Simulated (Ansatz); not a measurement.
Relaxation of a periodic cell of 17 atoms, Si (host Si, host structure diamond, interstitial Si), to a largest force component of 0.03 eV/Å in at most 60 steps.

Method: DFT PBE, scalar-relativistic, plane waves, PAW in Ansatz. Settings: PAW set soft_1, cutoff 420 eV, k mesh 2x2x2, gaussian smearing 0.02 eV, no spin polarisation.

```xyz
17
Lattice="0.0000 5.4300 5.4300 5.4300 0.0000 5.4300 5.4300 5.4300 0.0000" Properties=species:S:1:pos:R:3:forces:R:3
Si 0.000 0.000 0.000 0.44 0.01 0.00
Si 1.357 1.357 1.357 -0.05 0.05 0.05
Si 2.715 2.715 0.000 -0.01 -0.46 0.00
Si 4.072 4.072 1.357 0.47 -0.46 0.37
Si 2.715 0.000 2.715 0.00 0.01 -0.43
Si 4.072 1.357 4.072 0.40 0.33 -0.41
Si 5.430 2.715 2.715 -0.07 0.05 0.08
Si 6.787 4.072 4.072 -0.36 -0.44 -0.45
Si 0.000 2.715 2.715 0.00 0.00 0.00
Si 1.357 4.072 4.072 -0.11 -0.06 -0.05
Si 2.715 5.430 2.715 0.05 -0.05 0.60
Si 4.072 6.787 4.072 0.06 0.11 -0.06
Si 2.715 2.715 5.430 0.05 0.57 -0.05
Si 4.072 4.072 6.787 0.05 -0.06 0.11
Si 5.430 5.430 5.430 -0.59 -0.05 -0.05
Si 6.787 6.787 6.787 -0.81 0.82 0.80
Si 8.103 5.463 5.477 0.45 -0.37 -0.49
```

Task: Where does it end, and by what steps?

Result: It converged. The force dipped under the threshold on the way, but the program's further checks kept it going. After 3 steps the energy has fallen by 0.147 eV; Si17 moved furthest, 0.06 Å.

| step | energy less start (eV) | largest force component (eV/Å) | accepted |
| --- | --- | --- | --- |
| 0 | 0.0000 | 0.824 | yes |
| 1 | -0.1280 | 0.297 | yes |
| 2 | -0.1466 | 0.024 | yes |
| 3 | -0.1466 | 0.024 | yes |

```xyz
17
Lattice="0.0000 5.4300 5.4300 5.4300 0.0000 5.4300 5.4300 5.4300 0.0000" Properties=species:S:1:pos:R:3
Si 0.032 0.000 0.001
Si 1.354 1.361 1.361
Si 2.715 2.683 0.001
Si 4.093 4.052 1.383
Si 2.714 0.000 2.683
Si 4.091 1.380 4.054
Si 5.424 2.719 2.722
Si 6.763 4.052 4.053
Si 0.000 2.715 2.715
Si 1.352 4.069 4.070
Si 2.712 5.433 2.751
Si 4.076 6.794 4.069
Si 2.711 2.750 5.434
Si 4.075 4.069 6.793
Si 5.394 5.434 5.433
Si 6.758 6.816 6.817
Si 8.139 5.434 5.437
```

The run took 9.3 s on 1 thread of AMD EPYC 9R45 96-Core Processor (Zen 5), with other jobs on the host, peak memory 0.54 GiB.
